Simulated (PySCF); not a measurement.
## Simulated absorption spectrum

C₆H₆O₂.
Cartesian coordinates in Å at the GFN2-xTB level; atoms count from 1:
```
atom  x, y, z in Å
C1     2.521    0.654    0.052
C2     1.730   -0.383   -0.214
C3     0.297   -0.365   -0.127
C4    -0.625   -1.349   -0.369
C5    -1.904   -0.795   -0.131
C6    -1.672    0.497    0.241
O7    -2.533    1.468    0.579
O8    -0.360    0.778    0.251
H9     2.115    1.602    0.360
H10    3.591    0.584   -0.030
H11    2.141   -1.334   -0.523
H12   -0.414   -2.352   -0.679
H13   -2.855   -1.273   -0.220
H14   -2.034    2.267    0.789
```

Level of theory: PySCF 2.14.0, density-fitted response routines, TDDFT PBE0/def2-SVPD, vertical, gas phase, core orbitals frozen in the response.

Computed states:

```tsv
state	E (eV)	f
S1	4.62	0.457
S2	4.93	0.0003
S3	5.73	0.0018
S4	6.18	0.0045
S5	6.27	0.0055
S6	6.58	0.0091
```

Broadening: Gaussians 0.25 eV wide at half height, area fixed by f = 4.319×10⁻⁹ ∫ε dν̃. The cross-section is σ = 3.8235×10⁻²¹ ε cm², given in Mb (10⁻¹⁸ cm²). The width is an assumption, not a result. The curve ends short of the highest state used, and states not computed would add to its high-energy end.

(1) Give the broadened spectrum and its maxima.

(2) On this curve, what absorbance would a 10⁻³ mol/L sample give at 222 nm over a 1 cm path?

Answers

(1) 
(λ (nm), σ (Mb)): (207.5, 0.37), (209.0, 0.25), (210.5, 0.28), (212.1, 0.42), (213.6, 0.58), (215.2, 0.71), (216.7, 0.75), (218.3, 0.68), (219.8, 0.54), (221.3, 0.38), (222.9, 0.23), (224.4, 0.12), (226.0, 0.06), (227.5, 0.02), (229.1, 0.01), (230.6, 0.00), (232.1, 0.00), (233.7, 0.00), (235.2, 0.00), (236.8, 0.00), (238.3, 0.00), (239.9, 0.01), (241.4, 0.02), (242.9, 0.03), (244.5, 0.07), (246.0, 0.13), (247.6, 0.30), (249.1, 0.68), (250.7, 1.65), (252.2, 3.62), (253.7, 7.42), (255.3, 14.74), (256.8, 25.93), (258.4, 43.61), (259.9, 65.83), (261.5, 94.41), (263.0, 123.28), (264.5, 150.58), (266.1, 173.60), (267.6, 185.99), (269.2, 187.32), (270.7, 177.57), (272.3, 157.66), (273.8, 133.32), (275.3, 106.98), (276.9, 79.99), (278.4, 57.90), (280.0, 38.94), (281.5, 25.60), (283.1, 15.59), (284.6, 9.37), (286.1, 5.41), (287.7, 2.88), (289.2, 1.53), (290.8, 0.75), (292.3, 0.37)

Maxima: 269 nm (4.62 eV), ε about 49000, made up of S1 (100%); 216 nm (5.73 eV), ε about 200, made up of S3 (100%) (ε in L mol⁻¹ cm⁻¹; maxima over ε = 5, shares over 10%). At its high-energy end, 5.98 eV, the curve is still rising (ε about 100, from S3, S4 and S5).

(2) 222 nm is 5.585 eV, where ε is about 80 L mol⁻¹ cm⁻¹, so A = ε c l ≈ 0.08 (Beer–Lambert, with the gas-phase spectrum and the assumed width).

One conformer stands for the species.
